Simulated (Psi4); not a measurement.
H2Cl3NSi, singlet, geometry from GFN2-xTB. Base run: Psi4 with CCSD(T)/def2-SVP.

The Psi4 input:
```
memory 2 GB

molecule {
0 1
  N     1.87252591   -0.49085442   -0.18091487
  Si    0.22326750   -0.06064048   -0.01160200
  Cl   -0.81432814   -1.27879375   -1.22797358
  Cl    0.07479977    1.86716518   -0.56076920
  Cl   -0.49600182   -0.25747016    1.87498709
  H     2.16379352   -1.45390976   -0.18487486
  H     2.60679347    0.11353587    0.14755370
}

set basis def2-svp
set freeze_core true

energy('ccsd(t)')
print_variables()
```

The base run was repeated with changes; each row names its change, and settings that it needs were set with it.

| change | ΔE vs base (mEh) | MP2 correlation (Eh) | basis functions | core-seconds (rough) |
|---|---|---|---|---|
| base | 0.000 | -0.65515 | 96 | 70 |
| method = mp3 | … | -0.65530 | 96 | 6 |
| method = qcisd(t) | -0.408 | -0.65515 | 96 | 40 |
| method = dlpno-mp2 | 62.516 | -0.65523 | 96 | 8 |
| method = mp2 | 62.446 | -0.65530 | 96 | 5 |
| method = mp4 | 0.192 | -0.65515 | 96 | 30 |
| method = fno-ccsd(t) | 0.000 | -0.65515 | 96 | 40 |
| method = ccsd | … | -0.65515 | 96 | 30 |

Fill in the missing entries.


- method = mp3, ΔE vs base (mEh): 18.463
- method = ccsd, ΔE vs base (mEh): 16.001
